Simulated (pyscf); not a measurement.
# H₂C⁺–CH=CH–CH₃, singlet

Gas-phase minimum from PySCF at ωB97X-D3(BJ)/def2-SVP, one conformer. 

```xyz
11

C      0.9361     0.8286    -1.9333
C      0.1255     0.4411    -0.9001
C      0.3461     0.9918     0.3712
C     -0.4250     0.6889     1.5702
H      1.7456     1.5537    -1.7833
H      0.8047     0.4283    -2.9458
H     -0.6813    -0.2829    -1.0528
H      1.1695     1.7150     0.4740
H      0.2751     0.3528     2.3609
H     -1.2278    -0.0427     1.4179
H     -0.8285     1.6410     1.9703
```
Charge +1, spin multiplicity 1.

Bonds (Å): C1–C2 1.369, C1–H5 1.097, C1–H6 1.097, C2–C3 1.403, C2–H7 1.095, C3–C4 1.457, C3–H8 1.101, C4–H9 1.108, C4–H10 1.097, C4–H11 1.109. Angles (°): C2–C1–H5 121.4, C2–C1–H6 121.5, H5–C1–H6 117.1, C1–C2–C3 118.7, C1–C2–H7 121.2, C3–C2–H7 120.1, C2–C3–C4 125.5, C2–C3–H8 117.4, C4–C3–H8 117.1, C3–C4–H9 108.4, C3–C4–H10 114.3, C3–C4–H11 108.1, H9–C4–H10 111.0, H9–C4–H11 103.5 (the first ones only).

Properties at ωB97X-D3(BJ)/def2-SVP:

```yaml
harmonic_wavenumbers_unscaled: 108, 174, 300, 516, 544, 818, 888, 992, 1022, 1076, 1137, 1209, 1272, 1318, 1333, 1361, 1414, 1446, 1551, 1662, 3032, 3097, 3173, 3183, 3219, 3230, 3287 cm⁻¹
zero_point_energy: 60.6 kcal/mol
rotational_symmetry_number: 1
Entropy of this conformer at 298 K and 1 atm, rigid rotor and harmonic oscillator, modes under 100 cm⁻¹ raised to 100: 296.6 J/(mol K)
dipole_moment: depends on origin
```

Single-point totals, which compare only within one level (frozen core for MP2 and CC):

| level | total energy (hartree) |
|---|---|
| ωB97X-D3(BJ)/def2-TZVP | -156.44464 |
| PBE/def2-TZVP | -156.14288 |
| r²SCAN/def2-TZVP | -156.26137 |
| B3LYP-D3(BJ)/def2-TZVP | -156.38516 |
| PBE0-D3(BJ)/def2-TZVP | -156.16941 |
| M06-2X/def2-TZVP | -156.27561 |
| ωB97M-D3(BJ)/def2-TZVP | -156.40200 |
| HF/def2-TZVPP | -155.31011 |
| MP2/def2-TZVPP | -155.93577 |
| CCSD/def2-TZVPP | -155.97768 |
| CCSD(T)/def2-TZVPP | -156.00759 |

Soft torsions are taken as harmonic, which can shift the entropy by several J/(mol K). The CCSD(T) − MP2 part came from Ansatz, without density fitting, on the same reference.
